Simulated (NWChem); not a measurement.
Total energies of Ge

```xyz
1

Ge     0.0000     0.0000     0.0000
```
Charge 0, spin multiplicity 3.

Program: NWChem.

Basis set: def2-QZVP (75 functions).

```tsv
method	total energy (Ha)	relative cost
UHF	-2075.36295	1
UMP2	-2075.59840	under 3
UB2PLYP	-2076.61076	under 3
UPBE	-2076.65013	under 3
UB3LYP	-2077.01222	under 3
UM06-2X	-2076.97929	under 3
```

Total energies of different functionals aren't comparable as a measure of quality: only differences taken within one method are. Costs are rough ratios of processor time within this set of runs, SCF included, with UHF as 1.

The Hamiltonian is non-relativistic. The correlated methods keep 9 core orbitals frozen. B3LYP has NWChem's definition, with VWN1-RPA local correlation. No SCF solution was tested for a lower state. Open-shell Hartree-Fock references start from PBE0 orbitals; any time given for them includes that run.
